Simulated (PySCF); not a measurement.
Dipole response of Ge (germanium, neutral)

[Ar] 3d10 4s2 4p2, high-spin 3P determinant. All numbers are calculated (PySCF 2.14, no relativity, point nucleus, in def2-QZVPPD). Coupled (time-dependent) response in atomic units; α is the mean over directions.

```json
{"method": "wB97X", "mean α (bohr³)": "39.54", "α xx, yy, zz": "32.31, 43.15, 43.15", "C₆ (like pair)": "338.0", "S(−4)": "630.5"}
```

S(−4) is the Cauchy moment in α(ω) = α(0) + S(−4) ω² + …

Reference α: 40 ± 1 bohr³ (recommended; Schwerdtfeger and Nagle, table of static dipole polarizabilities (2023 update)). Published C₆: 354.0 (Chu and Dalgarno (2004); Tang, Norbeck and Certain (1976)).

Spin-orbit coupling is absent.

α(iu) at wB97X:

| u (hartree) | α(iu) (bohr³) |
| --- | --- |
| 0 | 39.54 |
| 0.0500 | 38.05 |
| 0.100 | 34.36 |
| 0.200 | 25.62 |
| 0.300 | 18.69 |
| 0.500 | 10.64 |
| 0.750 | 6.149 |
| 1.00 | 4.048 |
| 1.50 | 2.229 |
| 2.00 | 1.471 |
| 3.00 | 0.8297 |
| 5.00 | 0.4064 |

A single London oscillator, α(iu) = α/(1 + u²/ω²), gives C₆ = (3/4) ω α². Matching the computed C₆ needs ω = 4 × 338.0 / (3 × 39.54²) = 0.288 hartree.

The components differ because the open shell of this determinant is not spherical; for a pure term their mean is the scalar polarisability.
